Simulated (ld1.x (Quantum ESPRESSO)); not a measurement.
# Varying the ultrasoft potential for Lu (Z = 71)

Base potential:

lutetium, ultrasoft, made with ld1.x (Quantum ESPRESSO) 7.5 (PBEsol, non-relativistic). Core [Kr] 4d10 5s2, reference 4f14 5p6 5d1 6s0 6p0 (charge +2). Waves: 6s (bound, empty): rcut 2.65, rcutus 3.10 bohr; 6s channel at -0.2 Ry: rcut 2.65, rcutus 3.10 bohr; 5p (bound): rcut 1.85, rcutus 2.05 bohr; 6p (bound, empty): rcut 1.85, rcutus 2.05 bohr; 5d (bound): rcut 1.55, rcutus 2.05 bohr; 5d channel at -0.15 Ry: rcut 1.55, rcutus 2.05 bohr; 4f (bound): rcut 0.80, rcutus 0.95 bohr; 4f channel at -1.7 Ry: rcut 0.80, rcutus 0.95 bohr. Local part: all-electron potential smoothed inside 1.50 bohr (lloc = -1). Core correction: Bessel-smoothed model core, default radius (core density twice the valence density). Augmentation charge: built from norm-conserving waves at rcut, not smoothed further.

All-electron outer shells of the reference configuration (PBEsol, non-relativistic, ld1.x):

| shell | level (eV) | outermost node (bohr) | outermost maximum (bohr) |
| --- | --- | --- | --- |
| 4d | -207.62 | 0.23 | 0.48 |
| 5s | -64.84 | 0.61 | 1.13 |
| 5p | -44.09 | 0.63 | 1.24 |
| 4f | -29.29 | – | 0.46 |
| 5d | -15.53 | 0.69 | 1.71 |
| 6s | -14.85 | 1.53 | 3.00 |
| 6p | -10.86 | 1.74 | 3.58 |

Cutoffs, loose and tight: the cutoffs (Ry, on a coarse ladder) from which the occupation-weighted sum of valence levels, in a spherical-Bessel basis at the reference potential, stays within 10 and 1 mRy of its value at 400 Ry. They do not see the model core or the augmentation charge, which bear on the density cutoff. Test errors are all-electron minus pseudo excitation energies from the reference, over the configurations 4f14 5p6 5d1 6s2 6p0; 4f14 5p6 5d1 6s1 6p0; 4f14 5p6 5d0 6s0 6p0; 4f13 5p6 5d2 6s2 6p0; 4f14 5p6 5d1 6s1.5 6p0; 4f14 5p6 5d0 6s2 6p1; 4f14 5p6 5d2 6s1 6p0. A dash means not determined; rows that change the core or the reference have their own tests.

A true bound ghost makes a file unfit for plane-wave use even where its test errors are small: the radial tests pick states by their node count and pass the ghost by.

Cutoffs are not given where the Bessel-basis levels miss the radial ones by over 6 mRy, ghosts where they miss by over 20 mRy; a channel whose overlap is not positive is not tested.

A file whose overlap is not positive is unfit for use, and its test errors describe a broken file.

| change | outcome | bound ghosts | largest test error (meV) |
| --- | --- | --- | --- |
| base | generated | not determined | test run stopped at test 1 of 7 (negative rho) |
| all radii but the core radius scaled by about 1.12 (s 3.48, p 2.30, d 2.30, f 1.06 bohr, rcut 2.98/2.08/1.74/0.90); local potential all-electron potential smoothed inside 1.68 bohr (lloc = -1) | generated, overlap not positive | s (p not tested, overlap not positive) | test run stopped at test 1 of 7 (negative rho) |
| waves 6s (bound): rcut 2.65, rcutus 3.24 bohr; 6s channel at -0.2 Ry: rcut 2.65, rcutus 3.24 bohr | generated | not determined | test run stopped at test 1 of 7 (negative rho) |
| functional PBE | generated | not determined | test run stopped at test 1 of 7 (negative rho) |
| waves 4f (bound): rcut 0.80, rcutus 1.42 bohr; 4f channel at -1.7 Ry: rcut 0.80, rcutus 1.42 bohr | generated | not determined | test run stopped at test 1 of 7 (negative rho) |
| type TM semilocal; waves now 6s (bound): rc 3.10 bohr; 5d (bound): rc 2.05 bohr; 4f (bound): rc 0.95 bohr; 5p (bound): rc 2.05 bohr; local potential the p channel | generated | not determined | -572 |
| waves 5d (bound): rcut 1.55, rcutus 2.00 bohr; 5d channel at -0.15 Ry: rcut 1.55, rcutus 2.00 bohr | generated | not determined | test run stopped at test 1 of 7 (negative rho) |

What comes out with this change to the base: core [Kr] 4d10, valence charge 25; reference 4f14 5s2 5p6 5d1 6s2 6p0; waves now 5s (bound): rcut 1.65, rcutus 1.85 bohr; 6s (bound): rcut 1.65, rcutus 1.85 bohr; 5p (bound): rcut 1.90, rcutus 2.20 bohr; 6p (bound): rcut 1.90, rcutus 2.20 bohr; 5d (bound): rcut 2.10, rcutus 2.95 bohr; 5d channel at -0.15 Ry: rcut 2.10, rcutus 2.95 bohr; 4f (bound): rcut 1.00, rcutus 1.20 bohr; 4f channel at -1.7 Ry: rcut 1.00, rcutus 1.20 bohr; local potential all-electron potential smoothed inside 1.70 bohr (lloc = -1)?

outcome: generated, misses its reference levels by 1.49 eV; bound ghosts: not determined; largest test error (meV): +528 over the solved tests; test run stopped at test 5 of 7 (negative rho).

What comes out with this change to the base: local potential all-electron potential smoothed inside 1.88 bohr (lloc = -1)?

outcome: generated, overlap not positive; bound ghosts: not determined (overlap not positive); largest test error (meV): test run stopped at test 1 of 7 (negative rho). A file whose overlap is not positive is unfit for use, and its test errors describe a broken file.
